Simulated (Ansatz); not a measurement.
CH7MoN3O, SMILES `C[N]=[Mo]([NH2])([NH2])=[O]`, relaxed with RKS PBE0-D4/def2-TZVP in the Gaussian-basis code of Ansatz from a PBE-D4/def2-SVP geometry. The force threshold is 0.005 eV/Å; the program also tests the step.

The species carries charge 0 and has multiplicity 1. Mo takes the def2 core potential.

Start:

```xyz
13

C     1.848    1.282    0.713
N     0.727    0.437    0.465
Mo   -0.513   -0.211   -0.597
N    -0.207   -2.141   -0.641
N    -2.211    0.271    0.245
O    -0.477    0.406   -2.195
H     2.744    0.672    0.972
H     1.649    1.947    1.583
H     2.111    1.923   -0.160
H    -0.575   -2.749   -1.379
H     0.343   -2.678    0.034
H    -2.336    0.561    1.218
H    -3.103    0.280   -0.258
```

Problem. By how much does the energy fall, and how many steps does the optimiser take? (Estimate.)

Solution. The calculation gave: 7.48 kJ/mol, in 8 steps.

Problem. Which bonds change most? (An estimate is asked.)

Solution. Ansatz gave: N2–Mo3 from 1.756 to 1.732 Å; Mo3–O6 from 1.713 to 1.690 Å; C1–H9 from 1.114 to 1.096 Å; C1–H8 from 1.114 to 1.096 Å.

Problem. Give the relaxed structure. (An estimate is asked.)

Solution. Ansatz gave: 
```xyz
13

C     1.831    1.266    0.702
N     0.714    0.420    0.468
Mo   -0.515   -0.214   -0.575
N    -0.213   -2.133   -0.635
N    -2.206    0.251    0.264
O    -0.461    0.422   -2.140
H     2.693    0.668    1.017
H     1.605    1.968    1.512
H     2.111    1.839   -0.189
H    -0.551   -2.718   -1.384
H     0.381   -2.647   -0.005
H    -2.315    0.576    1.211
H    -3.074    0.302   -0.247
```
